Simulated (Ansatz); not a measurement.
This geometry of C3H10O2Si (16 atoms, charge 0, multiplicity 1) is a first-order saddle point.

Level of theory: RKS PBE/def2-SVP in Ansatz.

```xyz
16
Properties=species:S:1:pos:R:3
C -0.136 -2.460 -0.282
C 0.141 -1.481 0.878
O 1.208 -0.564 0.604
C 0.855 0.513 -0.193
O -0.020 1.386 0.507
Si -0.682 2.797 -0.127
H -1.190 -2.433 -0.624
H 0.507 -2.212 -1.150
H 0.098 -3.506 -0.002
H 0.466 -2.026 1.785
H -0.772 -0.910 1.154
H 1.808 1.032 -0.445
H 0.360 0.183 -1.147
H 0.394 3.783 -0.506
H -1.507 2.510 -1.359
H -1.551 3.366 0.952
```

Q: Which two structures does it join? (They come from a converged band through this point; their orientation in space is the band's.)

A: No bond is made or broken. The dihedral H8–C1–C2–O3 goes from -64 to 57°.

First end point:

```xyz
16
Properties=species:S:1:pos:R:3
C -0.122 -2.496 -0.289
C 0.007 -1.471 0.833
O 1.130 -0.599 0.653
C 0.886 0.513 -0.134
O 0.056 1.439 0.555
Si -0.606 2.823 -0.137
H -0.963 -3.189 -0.085
H -0.319 -2.016 -1.270
H 0.807 -3.095 -0.381
H 0.180 -1.981 1.803
H -0.924 -0.870 0.945
H 1.883 0.965 -0.342
H 0.402 0.241 -1.111
H 0.463 3.811 -0.534
H -1.407 2.479 -1.370
H -1.496 3.424 0.908
```

Last end point:

```xyz
16
Properties=species:S:1:pos:R:3
C -0.082 -2.519 -0.264
C 0.108 -1.472 0.828
O 1.184 -0.570 0.540
C 0.834 0.529 -0.227
O 0.045 1.435 0.533
Si -0.665 2.830 -0.083
H -0.377 -2.061 -1.231
H 0.854 -3.090 -0.427
H -0.880 -3.235 0.020
H 0.379 -1.961 1.787
H -0.828 -0.899 1.011
H 1.793 1.008 -0.531
H 0.268 0.235 -1.152
H 0.375 3.824 -0.539
H -1.558 2.511 -1.259
H -1.472 3.413 1.037
```

Q: How far does it lie above each of them?

A: 0.141 eV above the first and 0.141 eV above the second. This is the barrier of this one path; another mechanism may lie lower.

The run took 2.7 min on 2 threads of Arm Neoverse V1 (shared host), peak memory 0.18 GiB.
